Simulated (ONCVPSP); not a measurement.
# Mo (Z = 42) ONCV: all-electron and pseudo phase curves

ONCVPSP 4.0.1 input, shortened (lines: element, Z, core and valence counts, functional; n l f; lmax; l rc ep ncon nbas qcut; lloc lpopt rc5 dvloc0; l nproj debl; icmod fcfact rcfact), LDA (Perdew-Wang 92), scalar-relativistic:

```
  Mo 42.00    7    3  -001012      upf
    1    0    2.00
    2    0    2.00
    2    1    6.00
    3    0    2.00
    3    1    6.00
    3    2   10.00
    4    0    2.00
    4    1    6.00
    4    2    5.50
    5    0    0.50
    3
    0    2.35    0.00    4    8    2.30
    1    2.05    0.00    4    7    6.10
    2    2.45    0.00    4    7    6.20
    3    2.15    0.36    4    8    5.30
    1    5    2.05    0.00
    0    2    3.50
    1    0    2.00
    2    2    3.20
    3    2    0.70
    3    5.50    1.68
```

The phase is arctan(r·R′/R) of the radial function R(r), unwrapped; energies in Ha, scanned from -3 to 5 Ha. A pole is an energy at which the radial function vanishes at the test radius. The pseudo phase is shifted by a multiple of π to meet the all-electron one at the reference energy, and phase errors are pseudo minus all-electron; the curves can meet again beyond the range given. Levels narrower than the energy grid can be missing from the lists of poles.

```
channel  radius (bohr)  reference energy (Ha)  poles, all-electron  poles, pseudo  unbroken range about the reference energy with phases within 0.05 rad  phase error 1 Ha above the reference energy (rad)
      s           2.39                  -0.15          -2.28, 1.99     1.05, 2.05                                                            -1.7 to 0.8                                             -0.062
      p           2.08                  -1.38          -1.13, 4.26    -1.13, 3.45                                                              below 0.0                                             -0.023
      d           2.49                  -0.12           0.22, 3.53     0.22, 3.53                                                        the whole range                                             -0.006
      f           2.18                   0.36                 2.17           2.19                                                              below 2.9                                             +0.000
```

Note: no bound ghost flagged; GHOST(+) flagged for s at 32.2 eV.

Phases in the p channel:

```tsv
E (Ha)	all-electron	pseudo
-2.98	1.260	1.257
-2.54	1.187	1.182
-2.10	1.005	0.995
-1.66	-0.199	-0.220
-1.22	-1.504	-1.505
-0.78	-1.724	-1.733
-0.34	-1.860	-1.884
0.10	-2.029	-2.099
0.54	-2.359	-2.609
0.98	-3.155	-3.665
1.42	-3.983	-4.242
1.86	-4.323	-4.457
2.30	-4.476	-4.566
2.74	-4.562	-4.635
3.18	-4.620	-4.686
3.62	-4.663	-4.729
4.06	-4.698	-4.772
4.50	-4.729	-4.821
4.94	-4.761	-4.888
```
